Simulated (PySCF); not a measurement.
# Ag: excitation energy

Ag [Kr] 4d10 5s1 (2S) → Ag [Kr] 4d9 5s2 (2D), as a difference of total energies. All numbers are calculated (PySCF 2.14, scalar relativity by spin-free X2C-1e, in x2c-QZVPPall). Correlated levels: valence: [Kr] frozen; valence and next inner shell: [Ar] 3d10 frozen. The calculations carry no spin-orbit coupling.

```json
{"method": "UHF", "excitation energy (cm⁻¹)": "29686"}
{"method": "LDA", "excitation energy (cm⁻¹)": "32974"}
{"method": "PBE", "excitation energy (cm⁻¹)": "32617"}
{"method": "PBE0", "excitation energy (cm⁻¹)": "32794"}
{"method": "r2SCAN", "excitation energy (cm⁻¹)": "32765"}
{"method": "CAM-B3LYP", "excitation energy (cm⁻¹)": "31503"}
{"method": "r2SCANh", "excitation energy (cm⁻¹)": "32679"}
{"method": "BLYP", "excitation energy (cm⁻¹)": "30975"}
{"method": "MP2 (valence)", "excitation energy (cm⁻¹)": "34624"}
{"method": "SCS-MP2 (valence)", "excitation energy (cm⁻¹)": "33053"}
{"method": "MP2 (valence and next inner shell)", "excitation energy (cm⁻¹)": "33836"}
{"method": "SCS-MP2 (valence and next inner shell)", "excitation energy (cm⁻¹)": "32085"}
```

Errors of the correlated levels include the incompleteness of this basis and the frozen core.

For comparison: 32031 cm⁻¹ (measured; NIST levels, between the centres of gravity of the two terms).
